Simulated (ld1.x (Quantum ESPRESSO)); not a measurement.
Configuration tests for O (Z = 8) (ultrasoft)

O (Z = 8), ultrasoft, made with ld1.x (Quantum ESPRESSO) 7.5 (PBEsol, scalar-relativistic). Core [He], reference 2s2 2p4. Waves: 2s (bound): rcut 0.65, rcutus 0.80 bohr; 2s channel at 1.95 Ry: rcut 0.65, rcutus 0.80 bohr; 2p (bound): rcut 0.70, rcutus 0.95 bohr; 2p channel at 0.4 Ry: rcut 0.70, rcutus 0.95 bohr. Local part: all-electron potential smoothed inside 0.90 bohr (lloc = -2). Core correction: Bessel-smoothed model core inside 0.80 bohr. Augmentation charge: built from norm-conserving waves at rcut, not smoothed further.

Energies are relative to the spin-unpolarised reference configuration 2s2 2p4; without spin polarisation the order of configurations can differ from experiment.

Q: Give the all-electron excitation energy and the error of the potential for: 2s2 2p3; 2s2 2p2; 2s2 2p1; 2s2 2p3.5; 2s1 2p4; 2s2 2p4.3; 2s0 2p6.

A:

```json
{"valence configuration": "2s2 2p3", "charge": "+1", "ΔE all-electron (eV)": "16.360", "error AE − PS (meV)": "-0.3"}
{"valence configuration": "2s2 2p2", "charge": "+2", "ΔE all-electron (eV)": "49.837", "error AE − PS (meV)": "+5.0"}
{"valence configuration": "2s2 2p1", "charge": "+3", "ΔE all-electron (eV)": "103.544", "error AE − PS (meV)": "+41"}
{"valence configuration": "2s2 2p3.5", "charge": "+0.5", "ΔE all-electron (eV)": "6.254", "error AE − PS (meV)": "-0.4"}
{"valence configuration": "2s1 2p4", "charge": "+1", "ΔE all-electron (eV)": "31.497", "error AE − PS (meV)": "+4.5"}
{"valence configuration": "2s2 2p4.3", "charge": "-0.3", "ΔE all-electron (eV)": "-2.107", "error AE − PS (meV)": "+0.2"}
{"valence configuration": "2s0 2p6", "charge": "0", "ΔE all-electron (eV)": "29.748", "error AE − PS (meV)": "+24"}
```

Levels in the configuration 2s2 2p2:

| level | all-electron (eV) | pseudo (eV) |
| --- | --- | --- |
| 2s | -58.131 | -58.125 |
| 2p | -43.111 | -43.096 |
